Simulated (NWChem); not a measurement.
# C₄H₅N; SMILES C#C/C=N/C

```xyz
10

C     -0.1718     2.6096     0.0000
C      0.0574     1.4187     0.0000
C      0.4027     0.0280     0.0000
N     -0.4731    -0.8916     0.0000
C     -0.0220    -2.2499     0.0000
H     -0.3946     3.6610     0.0000
H      1.4911    -0.1924     0.0000
H     -0.4346    -2.7702    -0.8803
H      1.0805    -2.3670     0.0000
H     -0.4346    -2.7702     0.8803
```
Atoms are numbered in this order, from 1.

Computed with NWChem. Geometry: optimised at PBE0/def2-SVP. GIAO values for the isolated, static molecule; σ is the absolute isotropic shielding, δ = σ(reference) − σ with the isolated reference molecule computed at the same levels (13C: tetramethylsilane, 1H: tetramethylsilane, 15N: ammonia).

For level PBE/pcSseg-1:

```yaml
"δ C1 (ppm)": 84.4
"δ C3 (ppm)": 145.5
"δ C5 (ppm)": 54.3
```

**Question.** How do the values read with level PBE0/pcSseg-1 instead?

**Answer.** 
| Quantity | Value |
|---|---|
| δ C1 (ppm) | 86.9 |
| δ C3 (ppm) | 148.7 |
| δ C5 (ppm) | 52.5 |
